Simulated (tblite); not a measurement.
Question: Give a GFN2-xTB geometry of `C/C(C=O)=C/C(F)(F)F`.

Answer: 
Z-matrix in Å and degrees, rows numbered from 1:
```
C 
C   1  1.4895
C   2  1.4887  1  115.03
O   3  1.2005  2  123.03  1    -0.37
C   2  1.3363  1  122.37  3  -179.92
C   5  1.4976  2  125.28  1   179.97
F   6  1.3464  5  113.15  2    60.34
F   6  1.3463  5  113.15  2   -60.36
F   6  1.3386  5  111.21  2   180.00
H   1  1.0852  2  111.85  3   179.98
H   1  1.0889  2  109.28  3    58.26
H   1  1.0889  2  109.30  3   -58.25
H   3  1.1017  2  115.60  1   179.63
H   5  1.0806  2  121.30  1     0.00
```

The C–C distances run from 1.336 Å (C2=C5, drawn double) to 1.498 Å (C5–C6, drawn single), a spread of 0.162 Å. Of the pairs four or more bonds apart, C6···H13 is among the closest relative to their van der Waals radii: 2.61 Å, 90 % of the sum of Bondi's values.

Computed geometry: GFN2-xTB, gas phase.

Point group: Cs (tolerance 0.08 Å). Its GFN2-xTB frequencies are all real (lowest 28 cm⁻¹). One conformer, not necessarily the lowest (C1–C2–C3–O4 0°).
